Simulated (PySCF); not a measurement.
Run record: geometry optimisation, `CC(C)OBF`.

Computed with PBE0-D3(BJ)/def2-SVP geometry optimisation, gas phase (PySCF 2.14.0). Start geometry: GFN2-xTB. A driver script takes a list of jobs; this job's settings line and coordinates (Å) are shown.

Command:
```bash
OMP_NUM_THREADS=1 python probes_run.py task.json out
```

Input:
```
{"job": {"xc": "PBE0", "basis": "def2-SVP", "d3": "d3bj", "grid": 1, "shake": 0.01, "kind": "geom"}, "charge": 0, "multiplicity": 1}
C     -1.364070     0.729900    -0.332320
C     -0.273330     0.105700     0.474550
C     -0.339080    -1.415510     0.391470
O      1.011820     0.568860    -0.056160
B      2.086930     0.686330     0.629490
F      2.126390     0.417410     1.946490
H     -2.342140     0.443820     0.049520
H     -1.295690     1.843880    -0.286370
H     -1.303870     0.461030    -1.358610
H     -0.345660     0.418900     1.537270
H      0.472930    -1.845770     1.006040
H     -1.266450    -1.771150     0.784170
H     -0.226680    -1.726920    -0.640460
H      3.051750     1.068440     0.127190
```

Output:
```
step   0  E = -318.56573356  max force = 0.068306
step   1  E = -318.57314497  max force = 0.015656
step   2  E = -318.57354690  max force = 0.010464
step   3  E = -318.57361506  max force = 0.007410
step   4  E = -318.57392109  max force = 0.001376
step   5  E = -318.57392884  max force = 0.001522
step   6  E = -318.57394475  max force = 0.000504
step   7  E = -318.57394592  max force = 0.001798
step   8  E = -318.57394404  max force = 0.001536
step   9  E = -318.57394927  max force = 0.000261
optimisation converged
```

Energies in Eh; «max force» is the largest Cartesian gradient component in Eh/bohr.

Question: How much energy does the optimisation release, in eV?

Answer: E(step 0) − E(last step) = 0.008216 Eh, which is 0.224 eV.

Question: Give the first gradient maximum in eV/Å.

Answer: With 1 Eh/bohr = 51.422 eV/Å, 3.512 eV/Å.

Summary of the converged run: final energy -318.57395 Eh after 9 steps; dipole 1.72 D.

The run took 58 s on one thread, Arm Neoverse V1 (aarch64), no GPU (shared host), and the process peaked at 0.49 GiB of memory.
Labels such as C1 count atoms from 1, the log's own numbers from 0.
